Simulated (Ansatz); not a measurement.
System: CClF, charge 0, multiplicity 1. 
Coordinates optimised at B3LYP-D3(BJ)/def2-TZVP (Ansatz, a program for electronic structure):
SMILES: F[C]Cl
```xyz
3

F     -1.4677    -0.2909     0.0321
C     -0.5979     0.6705    -0.0192
Cl     0.9880    -0.0826    -0.0102
```
Charge 0, spin multiplicity 1.

Problem. Give the harmonic wavenumbers at B3LYP-D3(BJ)/def2-TZVP (Ansatz, finite differences of forces, unscaled).

Solution. 441, 733, 1170 cm⁻¹. Zero-point energy 3.4 kcal/mol.

Problem. From these and the geometry, give the ideal-gas thermochemistry at 298.15 K and 1 atm (rigid rotor, harmonic oscillator).

Solution. Point group Cs, rotational symmetry number 1. Rotational constants 69.63, 6.33, 5.802 GHz. S(trans) 38.50, S(rot) 22.36, S(vib) 1.14, S(elec, spin only) 0.00, S 62.0 cal/(mol K). H(298) - H(0) 2.62 kcal/mol; G - E(el) -12.5 kcal/mol.
